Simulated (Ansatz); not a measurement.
Ansatz results at the PBE0-D4/def2-TZVP geometry: HOMO–LUMO gap (PBE/def2-TZVPP) 4.70 eV; HOMO–LUMO gap (B3LYP/def2-TZVPP) 6.32 eV; HOMO energy (ωB97M-V/def2-TZVPP) -8.73 eV.

Each molecule was computed in one conformer, which needn't be the lowest.

(1) Which molecule gave them?
A. `B1C=NCN1`
B. `[F][Ge]([SiH3])([SH])[Cl]`
C. `N[Si]1(O)CN1`
D. `N=C(N)O[SiH3]`

## Answers

(1) C. The others give `N=C(N)O[SiH3]`: 4.96, 6.67, -9.43; `B1C=NCN1`: 3.78, 5.80, -9.80; `[F][Ge]([SiH3])([SH])[Cl]`: 4.78, 6.42, -10.10.

B3LYP here is the variant with VWN-RPA as its local correlation; programs differ in this.
